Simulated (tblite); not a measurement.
What does the GFN2-xTB structure of InChI=1S/C7H11FOSi/c1-7(10-2)3-5-9-6-4-8/h3-6H,1,10H2,2H3/b5-3-,6-4+ look like in three dimensions?

```
atom  x, y, z in Å
C1    -1.2595   -2.4031   -0.5586
C2    -0.5554   -1.2847   -0.3588
C3     0.8653   -1.3005   -0.6465
C4     1.6686   -0.2370   -0.6231
O5     1.1761    1.0194   -0.4110
C6     1.9759    1.9939    0.0613
C7     3.1819    1.8631    0.6003
F8     3.8456    2.9603    1.0141
Si9   -1.3555    0.3023    0.3096
C10   -3.1353   -0.0933    0.8485
H11   -2.3154   -2.4557   -0.3599
H12   -0.8044   -3.3074   -0.9376
H13    1.3083   -2.2526   -0.9058
H14    2.7278   -0.3034   -0.8388
H15    1.5104    2.9660   -0.0227
H16    3.7427    0.9584    0.7701
H17   -1.4246    1.3303   -0.7348
H18   -0.6384    0.7565    1.5098
H19   -3.7579   -0.3939    0.0113
H20   -3.1694   -0.8860    1.5898
H21   -3.5956    0.7840    1.2920
```

Orientation and origin are arbitrary. Atoms count from 1 in this order. The C–C distances run from 1.327 Å (C6=C7, drawn double) to 1.450 Å (C2–C3, drawn single), a spread of 0.123 Å. Si9 (SiH2 silicon) is tetrahedral (angles from 106.8° to 112.8°). Of the pairs four or more bonds apart, O5···Si9 is among the closest relative to their van der Waals radii: 2.73 Å, 75 % of the sum of Bondi's values.

Bonds between heavy atoms (Å): C1=C2 1.337, C2–C3 1.450, C3=C4 1.333, C4–O5 1.366, O5–C6 1.346, C6=C7 1.327, C7–F8 1.347, C2–Si9 1.899, Si9–C10 1.901.

The geometry is computed with GFN2-xTB (gas phase).

Point group: C1 (no symmetry element, even within 0.4 Å). Its GFN2-xTB frequencies are all real (lowest 28 cm⁻¹). One conformer, not necessarily the lowest (C1–C2–C3–C4 173°, C3–C4–O5–C6 157°, C4–O5–C6–C7 -13°, C1–C2–Si9–C10 8°). 2 starts were optimised and ended at 0.00 and 0.30 kcal/mol (GFN2-xTB); the lowest of these is shown.
